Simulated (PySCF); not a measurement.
B(F)2(NH2) (BF2H2N), SMILES NB(F)F.

The structure is a stationary point at B3LYP-D3(BJ)/def2-SVP. One conformer was computed; it need not be the lowest.

The numbers are results of TDDFT-ωB97X/def2-SVPD in PySCF 2.14.0, not measurements.

Vertical excitations.  State labels are in the subgroup C2v.

Estimate the UV-visible absorptions. (An estimate is asked for; the answer gives what the named calculation found.)


| state | symmetry | energy (eV) | λ (nm) | f | main pairs |
|---|---|---|---|---|---|
| S1 | B1 | 7.92 | 156 | 0.057 | HOMO→LUMO 89 % |
| S2 | A2 | 9.69 | 128 | 0.000 | HOMO→LUMO+3 82 % |
| S3 | A1 | 9.85 | 126 | 0.280 | HOMO→LUMO+2 94 % |
| S4 | B1 | 9.88 | 125 | 0.002 | HOMO→LUMO+1 82 % |
| S5 | B2 | 11.28 | 110 | 0.012 | HOMO−1→LUMO 86 % |
| S6 | A2 | 11.38 | 109 | 0.000 | HOMO→LUMO+4 46 %, HOMO→LUMO+10 21 %, HOMO−3→LUMO 15 %, HOMO→LUMO+3 11 % |
| S7 | B1 | 11.39 | 109 | 0.045 | HOMO→LUMO+5 43 %, HOMO→LUMO+7 38 %, HOMO→LUMO+9 15 % |
| S8 | A1 | 11.59 | 107 | 0.151 | HOMO−2→LUMO 88 % |
| T1 | B1 | 7.69 | 161 | 0 | HOMO→LUMO 85 % |
| T2 | A1 | 8.18 | 152 | 0 | HOMO→LUMO+2 96 % |
| T3 | A2 | 9.50 | 131 | 0 | HOMO→LUMO+3 79 %, HOMO→LUMO+4 13 % |
| T4 | B1 | 9.76 | 127 | 0 | HOMO→LUMO+1 75 % |
Triplets are in the Tamm–Dancoff approximation, which puts them higher than full response would, so one can lie above its singlet here.
